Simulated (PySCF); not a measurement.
## Ionising CsGa

PBE; Cs def2-SVP with ECP46, Ga def2-SVP; scalar-relativistic core potentials (PySCF 2.14). Neutral (UKS): triplet (σ ↑, π ↑), Re = 3.683 Å, ωe = 77.4 cm⁻¹, De = 0.67 eV, HOMO -2.23 eV, LUMO -2.05 eV.

CsGa⁺ (UKS): doublet (σ ↑), Re = 4.328 Å, ωe = 45.8 cm⁻¹, De = 0.45 eV to Cs⁺ + Ga. The energies at the minima are -1944.43977 hartree for CsGa and -1944.28531 for CsGa⁺.

Work out the adiabatic ionisation energy, without and with harmonic zero-point energies (1 hartree = 27.2114 eV, 1 eV = 8065.5 cm⁻¹), and the change of the bond length.

At PBE: 0.15446 hartree = 4.203 eV between the minima; the zero-point term (45.8 − 77.4)/2 cm⁻¹ = -0.002 eV makes it 4.201 eV. Re changes by +64.5 pm against the neutral. The electron leaves a π orbital, and the ion is left as a loose complex of an ion and an atom.

Weak bonds: CsGa⁺. Basis-set superposition, not corrected here, can be much of De in a small basis, most of all at correlated wavefunction levels. Spin–orbit coupling is left out, which matters for elements this heavy, above all for dissociation energies. For an ion De counts to the pair picked by the measured ionisation energies or electron affinities, which need not be the lowest pair at this level. States were picked by a PBE0 search and need not be the measured ground states.
